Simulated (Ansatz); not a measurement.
C3H10OSi can be A, `COCC[SiH3]`, or B, `CO[SiH](C)C`.

Calculated with Ansatz (gas phase, PBE0-D4/def2-TZVP geometries, no zero-point term in ΔE). CCSD(T)/CBS adds triple-zeta CCSD(T) − MP2 to the extrapolated MP2 energy (def2 sets, frozen cores). Functionals use def2-TZVPP. B3LYP here is the variant with VWN-RPA as its local correlation; programs differ in this. One conformer a species, not always the lowest.

Task: Which isomer does CCSD(T)/CBS put lower? Give the gap. (Best estimate.)

Result: Computed: B, by 218.8 kJ/mol.

Task: Give E(B) − E(A) in kJ/mol with MP2/def2-TZVPP, LDA (SPW92), r2SCAN-D4, B3LYP-D4, ωB97M-V, CCSD(T)/def2-SVP, PBE0-D4. (Estimate.)

Result: Computed: MP2/def2-TZVPP -223.0, LDA (SPW92) -200.5, r2SCAN-D4 -220.1, B3LYP-D4 -216.3, ωB97M-V -218.6, CCSD(T)/def2-SVP -180.3, PBE0-D4 -211.1. None reverses the order clearly.

Task: Does the order hold for the free energy at 298.15 K (harmonic terms from PBE0-D4)? (Estimate.)

Result: The calculation gave: Yes: G(B) − G(A) = -217.5 kJ/mol, for one conformer each.

Largest T1 diagnostic: 0.010.

At CCSD(T), def2-SVP lies +38.5 kJ/mol from the extrapolated value and def2-TZVPP +5.0 kJ/mol. From BLYP to BHLYP (50 % exact exchange), in def2-TZVPP and without D4, E(B) − E(A) moves by −9.3 kJ/mol.
